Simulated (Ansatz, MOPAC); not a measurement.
Species: BNH2F (charge 0, doublet). SMILES: B([NH])F

Atoms: B1, F2, H3, N4, H5. Bonds: B1-F2, B1-H3, B1-N4, N4-H5.

Bond lengths (Å) and angles (degrees) optimised at PM6 with MOPAC; MNDO with MOPAC; HF/STO-3G with Ansatz (a program for electronic structure), each started from the B3LYP-D3(BJ)/def2-TZVP structure (Ansatz) of the last column. A row stands for all coordinates that are equal there. No wavenumbers were computed at MNDO, HF/STO-3G, so these may be saddle points.

| coordinate | PM6 | MNDO | HF/STO-3G | B3LYP-D3(BJ)/def2-TZVP |
|---|---|---|---|---|
| B1-F2 | 1.347 | 1.308 | 1.299 | 1.333 |
| B1-H3 | 1.191 | 1.180 | 1.169 | 1.200 |
| B1-N4 | 1.405 | 1.446 | 1.475 | 1.399 |
| N4-H5 | 0.985 | 0.997 | 1.048 | 1.012 |
| F2-B1-N4 | 118.8 | 119.3 | 120.5 | 122.4 |
| F2-B1-H3 | 119.8 | 119.9 | 120.3 | 119.2 |
| H3-B1-N4 | 120.7 | 120.4 | 119.0 | 118.1 |
| B1-N4-H5 | 135.6 | 115.5 | 111.3 | 128.6 |

Mean signed difference of all 4 bond lengths from B3LYP-D3(BJ)/def2-TZVP: PM6 -0.004 Å, MNDO -0.003 Å, HF/STO-3G 0.012 Å.
